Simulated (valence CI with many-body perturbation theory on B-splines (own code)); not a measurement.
E1 transitions of Ho³⁶⁺

Computed by valence CI with perturbative core correlation (CI+MBPT): three valence electrons over a frozen Dirac-Fock core [Ar] 3d10, radial functions for each j: 11 s, 11 p, 9 d, 7 f, 5 g, 2 h, 1 i, with the one-electron correlation potential Σ1 (screened to all orders), the two-electron term Σ2, the three-electron term Σ3, Breit, model QED; selected single and double excitations, second order for the rest (own B-spline code, finite nucleus).

The last digits are not significant, and no measured levels were compared; by estimate large intervals hold to a few tenths of a per cent, small ones and those within an open d or f shell to about a per cent.

Lines 151 to 200 of 274 in falling wavelength, among levels below 32.514 Ry, chosen from the strongest by gf and those to the six lowest levels. Wavelengths and rates use the calculated energies. Electric multipoles are in the length gauge, E1 and E2 with the static RPA response of the core. Weak lines are less certain than strong ones. Lines between different terms over intervals too small for the method are left out, as are lines whose strength nearly cancels. Where a level lies close to another of its J and parity, the split of strength between their lines is uncertain. The highest levels of a list are the least certain.

Levels are named by their leading jj configuration (3d3/2^4 stands for four electrons in 3d with j = 3/2), which in mixed levels can hold well under half, so a name can repeat and another be missing. Letters in brackets count levels of one name in rising energy.

| λ vac (nm) | Upper | Lower | A (s⁻¹) | S (a.u.) with core polarisation | S without |
| --- | --- | --- | --- | --- | --- |
| 8.252 | (4s 4p1/2 4f5/2) J=3/2 | (4s 4p1/2 4d5/2) J=3/2 [a] | 2.99e+10 | 3.32e-02 | 3.52e-02 |
| 8.250 | (4p1/2 4p3/2 4d5/2) J=5/2 [b] | (4s 4p1/2 4d3/2) J=3/2 [b] | 1.45e+11 | 2.40e-01 | 2.55e-01 |
| 8.249 | (4s 4p1/2 4d5/2) J=3/2 [b] | (4s 4p1/2 4p3/2) J=3/2 [b] | 1.20e+11 | 1.33e-01 | 1.42e-01 |
| 8.235 | (4s^2 4d5/2) J=5/2 | (4s^2 4p3/2) J=3/2 | 3.93e+11 | 6.50e-01 | 6.92e-01 |
| 8.228 | (4s 4p3/2^2) J=3/2 | (4s^2 4p3/2) J=3/2 | 5.31e+11 | 5.84e-01 | 6.23e-01 |
| 8.205 | (4s 4p1/2 4f5/2) J=5/2 [b] | (4s 4p1/2 4d5/2) J=3/2 [a] | 1.16e+11 | 1.90e-01 | 2.01e-01 |
| 8.201 | (4s^2 4f7/2) J=7/2 | (4s^2 4d5/2) J=5/2 | 6.37e+11 | 1.39e+00 | 1.47e+00 |
| 8.170 | (4s 4p1/2 4f7/2) J=5/2 | (4s 4p1/2 4d5/2) J=5/2 [c] | 7.44e+10 | 1.20e-01 | 1.28e-01 |
| 8.167 | (4s 4p1/2 4d5/2) J=5/2 [b] | (4s 4p1/2 4p3/2) J=3/2 [a] | 1.25e+11 | 2.01e-01 | 2.14e-01 |
| 8.165 | (4s 4p3/2 4d5/2) J=5/2 [c] | (4s 4p3/2^2) J=3/2 | 4.51e+11 | 7.27e-01 | 7.73e-01 |
| 8.158 | (4s 4p3/2 4d5/2) J=5/2 [c] | (4s^2 4d5/2) J=5/2 | 2.08e+11 | 3.34e-01 | 3.56e-01 |
| 8.156 | (4s 4p1/2 4f5/2) J=3/2 | (4s 4p1/2 4d3/2) J=1/2 | 1.22e+11 | 1.30e-01 | 1.38e-01 |
| 8.126 | (4s 4p3/2 4d5/2) J=7/2 [a] | (4s 4p3/2^2) J=5/2 | 2.20e+11 | 4.67e-01 | 4.95e-01 |
| 8.051 | (4s 4p1/2 4f5/2) J=5/2 [b] | (4s 4p1/2 4d3/2) J=3/2 [b] | 6.13e+10 | 9.47e-02 | 1.00e-01 |
| 8.048 | (4s 4p1/2 4f7/2) J=7/2 [a] | (4s 4p1/2 4d5/2) J=5/2 [a] | 6.62e+10 | 1.36e-01 | 1.45e-01 |
| 8.034 | (4p3/2^3) J=3/2 | (4s 4p3/2^2) J=1/2 | 1.86e+11 | 1.90e-01 | 2.02e-01 |
| 8.018 | (4s 4p3/2 4d5/2) J=7/2 [b] | (4s 4p3/2^2) J=5/2 | 1.56e+11 | 3.17e-01 | 3.38e-01 |
| 7.910 | (4s 4p1/2 4d5/2) J=5/2 [c] | (4s 4p1/2 4p3/2) J=5/2 | 1.32e+10 | 1.94e-02 | 2.08e-02 |
| 7.830 | (4p1/2 4p3/2 4d5/2) J=7/2 [b] | (4s 4p1/2 4d3/2) J=5/2 | 5.89e+10 | 1.12e-01 | 1.19e-01 |
| 7.779 | (4s 4p3/2 4d5/2) J=5/2 [b] | (4s^2 4d3/2) J=3/2 | 5.91e+11 | 8.24e-01 | 8.76e-01 |
| 7.731 | (4p1/2 4p3/2^2) J=1/2 | (4s 4p1/2 4p3/2) J=3/2 [a] | 7.45e+09 | 3.40e-03 | 3.63e-03 |
| 7.725 | (4s 4p1/2 4d5/2) J=3/2 [b] | (4s 4p1/2 4p3/2) J=5/2 | 7.49e+08 | 6.81e-04 | 7.28e-04 |
| 7.704 | (4s 4p1/2 4f5/2) J=7/2 | (4s 4p1/2 4d3/2) J=5/2 | 2.62e+11 | 4.73e-01 | 5.02e-01 |
| 7.700 | (4p1/2 4p3/2 4d5/2) J=5/2 [b] | (4s 4p1/2 4d3/2) J=5/2 | 2.33e+10 | 3.15e-02 | 3.35e-02 |
| 7.678 | (4s 4p1/2 4f5/2) J=5/2 [a] | (4s 4p1/2 4d3/2) J=3/2 [a] | 2.30e+11 | 3.08e-01 | 3.27e-01 |
| 7.573 | (4s 4p1/2 4d5/2) J=5/2 [c] | (4s 4p1/2 4p3/2) J=3/2 [a] | 2.75e+07 | 3.53e-05 | 3.77e-05 |
| 7.559 | (4p1/2 4p3/2 4d5/2) J=5/2 [a] | (4s 4p1/2 4d3/2) J=3/2 [a] | 8.95e+10 | 1.14e-01 | 1.21e-01 |
| 7.526 | (4s 4p1/2 4f5/2) J=5/2 [b] | (4s 4p1/2 4d3/2) J=5/2 | 8.81e+10 | 1.11e-01 | 1.18e-01 |
| 7.464 | (4s 4p1/2 4f7/2) J=7/2 [a] | (4s 4p1/2 4d3/2) J=5/2 | 1.77e+10 | 2.91e-02 | 3.07e-02 |
| 7.403 | (4s 4p1/2 4d5/2) J=3/2 [b] | (4s 4p1/2 4p3/2) J=3/2 [a] | 4.01e+10 | 3.21e-02 | 3.43e-02 |
| 7.384 | (4s 4p3/2 4d5/2) J=5/2 [c] | (4s^2 4d3/2) J=3/2 | 1.12e+11 | 1.33e-01 | 1.42e-01 |
| 7.346 | (4s 4p1/2 4f5/2) J=3/2 | (4s 4p1/2 4d3/2) J=3/2 [a] | 9.18e+10 | 7.18e-02 | 7.64e-02 |
| 7.030 | (4s 4p1/2 4d3/2) J=3/2 [a] | (4s 4p1/2^2) J=1/2 | 1.59e+10 | 1.09e-02 | 1.16e-02 |
| 7.004 | (4s 4p3/2 4d3/2) J=5/2 [a] | (4s 4p1/2 4p3/2) J=3/2 [b] | 5.44e+08 | 5.54e-04 | 5.97e-04 |
| 7.003 | (4s 4p3/2 4d3/2) J=3/2 [a] | (4s 4p1/2 4p3/2) J=3/2 [b] | 5.99e+08 | 4.06e-04 | 4.32e-04 |
| 7.002 | (4s 4p1/2 4f7/2) J=7/2 [b] | (4s 4p1/2 4d3/2) J=5/2 | 4.61e+10 | 6.25e-02 | 6.64e-02 |
| 6.996 | (4s 4p3/2 4d3/2) J=1/2 [a] | (4s 4p1/2 4p3/2) J=3/2 [b] | 1.05e+10 | 3.56e-03 | 3.80e-03 |
| 6.844 | (4s 4p1/2 4f7/2) J=5/2 | (4s 4p1/2 4d3/2) J=5/2 | 2.56e+10 | 2.43e-02 | 2.59e-02 |
| 6.680 | (4s 4p3/2 4d3/2) J=3/2 [b] | (4s 4p1/2 4p3/2) J=1/2 | 3.14e+11 | 1.85e-01 | 1.97e-01 |
| 6.658 | (4s 4p3/2 4d5/2) J=3/2 [a] | (4s 4p1/2 4p3/2) J=3/2 [b] | 4.43e+09 | 2.58e-03 | 2.75e-03 |
| 6.622 | (4s 4p3/2 4d3/2) J=5/2 [a] | (4s 4p1/2 4p3/2) J=5/2 | 3.52e+11 | 3.03e-01 | 3.23e-01 |
| 6.621 | (4s 4p3/2 4d3/2) J=3/2 [a] | (4s 4p1/2 4p3/2) J=5/2 | 1.01e+11 | 5.78e-02 | 6.16e-02 |
| 6.588 | (4p1/2 4p3/2 4d3/2) J=5/2 [b] | (4p1/2^2 4p3/2) J=3/2 | 5.02e+11 | 4.25e-01 | 4.53e-01 |
| 6.579 | (4s 4p3/2 4d3/2) J=3/2 [b] | (4s 4p1/2 4p3/2) J=3/2 [b] | 2.54e+11 | 1.43e-01 | 1.52e-01 |
| 6.562 | (4s 4p3/2 4d3/2) J=7/2 | (4s 4p1/2 4p3/2) J=5/2 | 4.92e+11 | 5.49e-01 | 5.85e-01 |
| 6.552 | (4s 4p3/2 4d3/2) J=5/2 [b] | (4s 4p1/2 4p3/2) J=3/2 [b] | 3.95e+11 | 3.29e-01 | 3.50e-01 |
| 6.519 | (4s 4p3/2 4d5/2) J=5/2 [a] | (4s 4p1/2 4p3/2) J=3/2 [b] | 2.97e+07 | 2.43e-05 | 2.70e-05 |
| 6.510 | (4p1/2 4p3/2 4d3/2) J=3/2 [b] | (4p1/2^2 4p3/2) J=3/2 | 5.55e+11 | 3.02e-01 | 3.23e-01 |
| 6.458 | (4s 4p1/2 4d3/2) J=3/2 [b] | (4s 4p1/2^2) J=1/2 | 4.53e+11 | 2.41e-01 | 2.57e-01 |
| 6.452 | (4s^2 4d3/2) J=3/2 | (4s^2 4p1/2) J=1/2 | 6.22e+11 | 3.30e-01 | 3.52e-01 |
